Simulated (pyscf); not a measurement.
Thermochemistry of product channels of H₃C–CH(CH₃)–O–SiH₃ on the singlet surface, in kcal/mol, from ωB97M-D3(BJ)/def2-TZVP energies (ideal gas, 1 atm, RRHO with modes under 100 cm⁻¹ raised to 100, one conformer, R ln 2 for chiral ones without a mode under 150 cm⁻¹). Optimised with ωB97X-D3(BJ)/def2-SVP in PySCF.

```tsv
products	ΔE	ΔH(298 K)	ΔG(900 K)	ΔG(1200 K)
H₃C–CH₂–O–SiH₂–CH₃	[?]	-7.7	-9.6	[?]
H₃C–CH(CH₃)–SiH₂–OH	-14.9	-14.2	-16.5	-17.5
```

### Question
Complete the blanks.

### Answer

- H₃C–CH₂–O–SiH₂–CH₃, ΔE: -8.4
- H₃C–CH₂–O–SiH₂–CH₃, ΔG(1200 K): -10.2

These are energies of the channels, which say nothing of barriers. H₃C–CH(CH₃)–O–SiH₃ lies 41.5 kcal/mol over its isomer H₃C–Si(CH₃)(CH₃)–OH (electronic energy, ωB97M-D3(BJ)/def2-TZVP). H₃C–CH₂–O–SiH₂–CH₃ lies 33.0 kcal/mol over its isomer H₃C–Si(CH₃)(CH₃)–OH (electronic energy, ωB97M-D3(BJ)/def2-TZVP).
